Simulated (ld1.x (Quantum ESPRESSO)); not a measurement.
**Plane-wave convergence, TM potential for B (Z = 5)**

ld1.x (Quantum ESPRESSO) 7.5 input, shortened:

```
&input
   title='B', zed=5., rel=1, dft='PBE', iswitch=3,
   config='[He] 2s2 2p1'
 /
 &inputp
   pseudotype=2, tm=.true., lloc=1,
   nlcc=.true., new_core_ps=.true., rcore=0.65
 /
2
2S  1  0   2.00   0.00  1.15  1.15  0.0
2P  2  1   1.00   0.00  4.15  4.15  0.0
 &test
   configts(1)='2s2 2p1'
 /
```

The pseudo-atom Hamiltonian at the reference potential is diagonalised in spherical Bessel functions j_l(qr) that vanish at 20 bohr, with q² up to the cutoff. All-electron valence levels (Ry): 2s -0.6940, 2p -0.2651.

Q: How do the lowest levels (Ry) of each channel move with the cutoff, and are there ghosts?

A:

```
cutoff (Ry)     s #1     p #1    p #2    d #1    d #2    f #1    f #2  Σ f·Δε (mRy)
          8  -0.6507  -0.2630  0.0307  0.0665  0.1622  0.1130  0.2444          88.9
         10  -0.6611  -0.2649  0.0306  0.0665  0.1621  0.1130  0.2444          66.1
         15  -0.6799  -0.2651  0.0306  0.0665  0.1621  0.1130  0.2444          28.4
         18  -0.6880  -0.2651  0.0306  0.0665  0.1621  0.1130  0.2444          12.1
         25  -0.6920  -0.2651  0.0306  0.0665  0.1621  0.1130  0.2444           4.1
         30  -0.6925  -0.2651  0.0306  0.0665  0.1621  0.1130  0.2444           3.1
         35  -0.6925  -0.2651  0.0306  0.0665  0.1621  0.1130  0.2444           3.0
         45  -0.6929  -0.2651  0.0306  0.0665  0.1621  0.1130  0.2444           2.3
         50  -0.6933  -0.2651  0.0306  0.0665  0.1621  0.1130  0.2444           1.5
         60  -0.6938  -0.2651  0.0306  0.0665  0.1621  0.1130  0.2444           0.6
         70  -0.6939  -0.2651  0.0306  0.0665  0.1621  0.1130  0.2444           0.2
        400  -0.6941  -0.2651  0.0306  0.0665  0.1621  0.1130  0.2444           0.0
```

Result: no extra level below or beside the all-electron valence levels (s, p, d, f tested); 10 mRy is reached at 21 Ry and 1 mRy at 55 Ry.

Its largest configuration-test error is +745 meV.
